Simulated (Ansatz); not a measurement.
Reaction (ligand exchange at the Se–Al bond): `[SiH3][NH][AlH][SeH]` + H₂Se → `[SeH][SeH]` + `[AlH2][NH][SiH3]`

Isolated molecules relaxed with PBE0-D4/def2-TZVP in Ansatz; ΔE leaves out vibrations. CCSD(T)/CBS is the MP2 limit (def2-TZVPP, def2-QZVPP) plus CCSD(T) − MP2 in def2-TZVPP, frozen cores. DFT in def2-TZVPP. B3LYP here is the variant with VWN-RPA as its local correlation; programs differ in this. For Se outer-core shells are correlated without core-valence functions, which leaves a few kJ/mol of doubt a bond. Scalar relativity is left out up to krypton. One conformer a species, not always the lowest.

```tsv
level	ΔE (kJ/mol)	difference from CCSD(T)/CBS
PBE-D4	115.6	-13.6
PBE0-D4	122.5	-6.7
B3LYP-D4	115.8	-13.4
ωB97X-V	121.6	-7.6
PBE	113.3	-15.9
r2SCAN	125.1	-4.1
CCSD(T)/def2-TZVPP	129.3	0.1
MP2/def2-QZVPP	132.5	3.3
SCS-MP2/def2-QZVPP	126.1	-3.1
HF/CBS(def2)	120.1	-9.1
CCSD(T)/CBS	129.2	0
```

Largest T1 diagnostic among the species: 0.011.

From PBE to PBE0 (25 % exact exchange), in def2-TZVPP and without D4, ΔE moves by +6.9 kJ/mol. In def2-TZVPP, CCSD(T) changes the Hartree–Fock value by +7.0 kJ/mol (the triples alone add +0.0 kJ/mol) and MP2 by +10.9 kJ/mol. The D4 term adds +3.6 kJ/mol with B3LYP and +2.3 kJ/mol with PBE0; it sums over pairs of atoms, weighted by their polarisabilities, and B3LYP, whose exchange is more repulsive, gets the larger term.
